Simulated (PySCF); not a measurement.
Cartesian coordinates (Å):
SMILES: C[N]C
```xyz
9

C      1.2177    -0.0152     0.0254
N      0.0361    -0.2249    -0.7669
C     -1.2133    -0.0046    -0.0900
H      1.8373    -0.9369     0.0116
H      1.8473     0.7640    -0.4550
H      1.0384     0.2777     1.0843
H     -1.1323     0.2972     0.9785
H     -1.7934     0.7709    -0.6341
H     -1.8316    -0.9253    -0.1525
```
Charge 0, spin multiplicity 2.

Estimate the total energy, highest occupied spin orbital and dipole moment that TPSSh-D3(BJ)/def2-TZVP // TPSS-D3(BJ)/def2-SVP (PySCF) returns for this input.


| Item | Result |
|---|---|
| total energy | -3661.89 eV |
| highest occupied spin orbital | -6.15 eV |
| dipole moment | 1.41 D |
